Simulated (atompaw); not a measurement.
**hafnium PAW (atompaw): all-electron and pseudo phase curves**

hafnium, PAW, made with atompaw 4.2.0.5 (LDA (PW92), scalar-relativistic). Core [Xe], reference 4f14 5d2 6s2 6p0. Waves: 6s (bound): rc 3.00 bohr; 6s channel at 0.2 Ry: rc 3.00 bohr; 6p (bound, empty): rc 3.00 bohr; 6p channel at 0.6 Ry: rc 3.00 bohr; 5d (bound): rc 3.00 bohr; 5d channel at 4.1 Ry: rc 2.25 bohr; 4f (bound): rc 0.85 bohr; 4f channel at 0.6 Ry: rc 0.85 bohr. Local part: bessel scheme, radius 2.30 bohr. Core correction: smooth core density matched at 1.70 bohr. Augmentation charge: sinc compensation charge, radius 2.40 bohr; PAW radius 3.00 bohr; waves and projectors: custom polynom2 7 10 vanderbiltortho.

The phase is arctan(r·u′/u) with u = r·R(r), unwrapped; energies in Ry, scanned from -3 to 5 Ry. A pole is an energy at which the radial function vanishes at the test radius. The pseudo phase is shifted by a multiple of π to meet the all-electron one at the reference energy, and phase errors are pseudo minus all-electron; the curves can meet again beyond the range given. Levels narrower than the energy grid can be missing from the lists of poles.

| channel | radius (bohr) | reference energy (Ry) | poles, all-electron | poles, pseudo | unbroken range about the reference energy with phases within 0.05 rad | phase error 1 Ry above the reference energy (rad) |
| --- | --- | --- | --- | --- | --- | --- |
| s | 3.00 | -0.39 | 1.34 | 1.32, 2.80 | below 2.3 | -0.000 |
| p | 3.00 | -0.11 | -2.57, 2.64 | 1.02, 3.09 | -2.3 to 1.0 | -0.013 |
| d | 3.00 | -0.21 | 0.27, 4.97 | 0.34 | below 0.7 | +0.054 |
| f | 3.00 | -1.25 | -1.26, 3.08 | -1.21, 3.12 | not even at the reference energy | +0.000 |

A Bessel basis up to 400 Ry misses an occupied level by 1.36 Ry, so cutoffs and ghosts were not judged.

Phases in the p channel:

| E (Ry) | all-electron | pseudo |
| --- | --- | --- |
| -3.00 | 1.311 | -1.766 |
| -2.52 | -1.658 | -1.786 |
| -2.04 | -1.787 | -1.812 |
| -1.56 | -1.839 | -1.850 |
| -1.08 | -1.906 | -1.911 |
| -0.60 | -2.021 | -2.022 |
| -0.12 | -2.290 | -2.290 |
| 0.36 | -3.155 | -3.156 |
| 0.84 | -4.149 | -4.155 |
| 1.32 | -4.468 | -7.584 |
| 1.80 | -4.598 | -7.716 |
| 2.28 | -4.672 | -7.786 |
| 2.76 | -4.724 | -7.831 |
| 3.24 | -4.768 | -7.864 |
| 3.72 | -4.811 | -7.891 |
| 4.20 | -4.863 | -7.916 |
| 4.68 | -4.938 | -7.941 |
